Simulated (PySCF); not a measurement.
GaHFCl, SMILES [F][GaH][Cl].

Geometry: PBE-D3(BJ)/def2-TZVP.

Calculation: TDDFT-ωB97X/def2-SVPD run with PySCF.

Vertical excitations. Isolated molecule, no solvent. State labels are in the subgroup Cs.

Question: Give excitation energies, oscillator strengths and character. (The exact figures need the calculation; the answer reports its results.)

Answer: 
| state | symmetry | energy (eV) | λ (nm) | f | main pairs |
|---|---|---|---|---|---|
| S1 | A" | 6.76 | 183 | 0.008 | HOMO→LUMO 94 % |
| S2 | A" | 7.29 | 170 | 0.006 | HOMO−2→LUMO 92 % |
| S3 | A' | 7.32 | 169 | 0.043 | HOMO→LUMO+1 76 % |
| S4 | A' | 7.40 | 168 | 0.018 | HOMO−1→LUMO 77 %, HOMO→LUMO+1 13 % |
| S5 | A" | 7.50 | 165 | 0.033 | HOMO−1→LUMO+1 90 % |
| S6 | A' | 8.35 | 148 | 0.241 | HOMO−2→LUMO+1 68 % |
| S7 | A" | 8.81 | 141 | 0.022 | HOMO−5→LUMO 59 %, HOMO−4→LUMO 35 % |
| S8 | A" | 8.85 | 140 | 0.001 | HOMO−4→LUMO 60 %, HOMO−5→LUMO 37 % |
| S9 | A' | 8.89 | 139 | 0.018 | HOMO−3→LUMO 83 % |
| S10 | A" | 9.03 | 137 | 0.059 | HOMO−3→LUMO+1 84 % |
| T1 | A" | 6.54 | 190 | 0 | HOMO→LUMO 77 %, HOMO−2→LUMO 18 % |
| T2 | A' | 6.71 | 185 | 0 | HOMO→LUMO+1 79 % |
| T3 | A' | 6.90 | 180 | 0 | HOMO−1→LUMO 92 % |
| T4 | A" | 7.03 | 176 | 0 | HOMO−2→LUMO 60 %, HOMO−1→LUMO+1 19 %, HOMO→LUMO 16 % |
Triplets are in the Tamm–Dancoff approximation, which puts them higher than full response would, so one can lie above its singlet here.
